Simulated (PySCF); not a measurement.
C₄H₃ClP₂.
Atom-mapped SMILES: `[Cl:1][c:2]1[cH:3][p:4][cH:5][cH:6][p:7]1`

NICS = −σ at a ghost point: NICS(0) at the centroid of the ring atoms, NICS(1) 1 Å to either side along the normal of their mean plane, zz for the tensor component along that normal. Level: GIAO PBE0/pcSseg-1 (PySCF, non-relativistic, gas phase) on the GFN2-xTB geometry, one conformer.

Ring bond lengths (Å), with Mayer bond orders in brackets: C2–C3 1.369 (1.45), C3–P4 1.739 (1.30), P4–C5 1.738 (1.31), C5–C6 1.371 (1.51), C6–P7 1.738 (1.30), P7–C2 1.748 (1.21).

**Question.** Give the NICS values of each ring in ppm.

**Answer.** 
| ring | type | NICS(0) | NICS(1), two faces | NICS(1)zz, two faces | rms pucker (Å) | centre to ring atoms, mean (Å) |
| --- | --- | --- | --- | --- | --- | --- |
| C2–C3–P4–C5–C6–P7 | 6-membered ring with 2 P; formal bonds all aromatic | -6.8 | -9.7 / -9.7 | -23.6 / -23.6 | 0.00 | 1.60 |

**Question.** What do they say, and how far can they be read as aromaticity?

**Answer.** 
- C2–C3–P4–C5–C6–P7: mean NICS(1)zz -23.6 ppm, shielded.

**Question.** And the bond-length index? Use HOMA with the parameters of Krygowski (1993).

**Answer.** 
- C2–C3–P4–C5–C6–P7: HOMA 0.83; the largest term is that of P7–C2, α(R − Ropt)² = 0.30.

**Question.** How shielded are the nuclei of the rings and their hydrogens (means over atoms taken as equivalent)?

**Answer.** 
| atoms | environment | σ isotropic (ppm) | principal values of the symmetric part, first atom (ppm) |
| --- | --- | --- | --- |
| C2 | aromatic C–Cl carbon | 2.2 | -157.5, 43.2, 121.1 |
| C3 | aromatic CH carbon | 21.4 | -130.5, 32.6, 162.1 |
| P4 | phosphorus bonded to 2 C | 54.2 | -280.2, -44.7, 487.5 |
| C5 | aromatic CH carbon | 23.4 | -146.0, 26.2, 190.1 |
| C6 | aromatic CH carbon | 16.0 | -152.6, 27.2, 173.3 |
| P7 | phosphorus bonded to 2 C | 71.8 | -234.1, -33.7, 483.1 |
| H on C3 | aromatic hydrogen | 21.98 | 18.6, 18.9, 28.5 |
| H on C5 | aromatic hydrogen | 22.22 | 19.9, 20.1, 26.7 |
| H on C6 | aromatic hydrogen | 22.07 | 19.6, 19.7, 26.9 |
